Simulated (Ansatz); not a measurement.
`C#CC[TeH]` + `[SiH3]S` → `S[SiH2][TeH]` + `C#CC` at 298.15 K and 1 bar (formal exchange of groups at a Te–C bond).

Isolated molecules relaxed with PBE0-D4/def2-TZVP in Ansatz; ΔE leaves out vibrations. CCSD(T)/CBS is the MP2 limit (def2-TZVPP, def2-QZVPP) plus CCSD(T) − MP2 in def2-TZVPP, frozen cores. This one scheme is used for every species. def2 core potentials past Kr. For Te outer-core shells are correlated without core-valence functions, which leaves a few kJ/mol of doubt a bond. One conformer a species, not always the lowest.

```json
{"species": "`C#CC[TeH]`", "CCSD(T)/CBS energy (Eh)": "-384.20943", "H − E (kJ/mol)": "156.2", "S (J/(mol·K))": "324.8"}
{"species": "`[SiH3]S`", "CCSD(T)/CBS energy (Eh)": "-689.27336", "H − E (kJ/mol)": "102.7", "S (J/(mol·K))": "272.7"}
{"species": "`S[SiH2][TeH]`", "CCSD(T)/CBS energy (Eh)": "-957.02579", "H − E (kJ/mol)": "107.3", "S (J/(mol·K))": "343.6"}
{"species": "`C#CC`", "CCSD(T)/CBS energy (Eh)": "-116.49627", "H − E (kJ/mol)": "159.2", "S (J/(mol·K))": "246.7"}
```

H − E and S are ideal-gas, rigid-rotor, harmonic terms from PBE0-D4/def2-TZVP, for one conformer and one mirror image of each species. 1 Eh = 2625.50 kJ/mol, R = 8.31446 J/(mol·K).

**Question.** By hand: ΔE, ΔH, ΔS and ΔG.

**Answer.** ΔE = (-957.02579) + (-116.49627) − (-384.20943) − (-689.27336) = -0.03927 Eh = -103.1 kJ/mol. Δ(H − E) = 107.3 + 159.2 − 156.2 − 102.7 = 7.6, so ΔH = -95.5 kJ/mol. ΔS = 343.6 + 246.7 − 324.8 − 272.7 = -7.2 J/(mol·K). ΔG = -95.5 − 298.15 × (-7.2)/1000 = -93.4 kJ/mol.

**Question.** By hand: the equilibrium constant, and the temperature at which ΔG would vanish if ΔH and ΔS stayed fixed.

**Answer.** log₁₀ K = −ΔG/(RT ln 10) = 16.4. ΔG = 0 at ΔH/ΔS = 13264 K, far beyond where these terms or the molecules hold.

The number of gas molecules stays the same, so ΔS is small and ΔH decides. A doubt of 5 kJ/mol in ΔE shifts log₁₀ K by 0.9 here. Other conformers and mirror images would add mixing entropy, several J/(mol·K) or more a flexible species. These are equilibria of isolated gas molecules and say nothing of rates. Largest T1 diagnostic: 0.011 (customary marks: 0.02 for closed shells, 0.045 for open ones).
